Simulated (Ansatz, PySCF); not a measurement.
Zn(F)(OSiH3) (FH3OSiZn), SMILES [F][Zn][O][SiH3]. Atoms are numbered in the order given.

```xyz
7

Zn    -0.5175     0.2767     0.6519
F     -1.8330     1.1710     1.3172
O      0.8354    -0.6615     0.0673
Si     1.6046    -0.9943    -1.3526
H      0.6836    -1.6377    -2.3459
H      2.7395    -1.9273    -1.0909
H      2.1512     0.2471    -1.9920
```

The structure is a stationary point at r2SCAN-D4/def2-SVP. The structure was generated by enumeration; whether it is a known compound was not checked. The values are those of a single conformer.

Two levels are set side by side: PBE-D3(BJ)/def2-SVP (Ansatz, a first-principles code) and r2SCAN-D4/def2-SVP (Ansatz). Each level has its own optimised geometry; the coordinates shown are those of the second. Frequencies come from the Hessian of PySCF at each geometry. Differences are taken from unrounded values.

| quantity | r2SCAN-D4 | PBE-D3(BJ) | PBE-D3(BJ) minus r2SCAN-D4 |
|---|---|---|---|
| mean bond length (Å) | 1.602 | 1.617 | 0.015 |
| bond Zn1–F2 (Å) | 1.724 | 1.740 | 0.016 |
| bond Zn1–O3 (Å) | 1.747 | 1.768 | 0.021 |
| bond O3–Si4 (Å) | 1.649 | 1.667 | 0.018 |
| bond Si4–H5 (Å) | 1.500 | 1.511 | 0.012 |
| bond Si4–H6 (Å) | 1.492 | 1.503 | 0.011 |
| bond Si4–H7 (Å) | 1.500 | 1.511 | 0.012 |
| highest harmonic wavenumber (cm⁻¹) | 2228 | 2171 | -57 |
| mean harmonic wavenumber (cm⁻¹) | 912 | 882 | -29 |
| zero-point energy (kcal/mol) | 19.55 | 18.92 | -0.63 |
